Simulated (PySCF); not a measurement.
Ge(F)(Br)(NH2)2, SMILES [NH2][Ge]([NH2])([F])[Br], singlet (PBE0/def2-SVP optimised geometry):

```
9

N     -1.490    -1.667    -1.482
Ge    -0.940    -0.841     0.000
N     -1.775    -1.475     1.468
F     -1.367     0.841     0.000
Br     1.367    -0.841     0.000
H     -2.316    -2.253    -1.444
H     -0.832    -1.919    -2.207
H     -1.838    -0.800     2.226
H     -1.427    -2.359     1.826
```

Method: PBE0/def2-TZVP in PySCF.

Q: What are the frontier orbital energies and the dipole moment?

A: HOMO-2 -8.73 eV, HOMO-1 -8.13 eV, HOMO -8.01 eV, LUMO -0.44 eV, LUMO+1 0.91 eV; dipole moment 3.15 D.

Meta-Löwdin charges at PBE0/def2-TZVP: N1 -0.71, Ge2 1.23, N3 -0.71, F4 -0.52, Br5 -0.29, H6 0.25, H7 0.25, H8 0.25, H9 0.25.
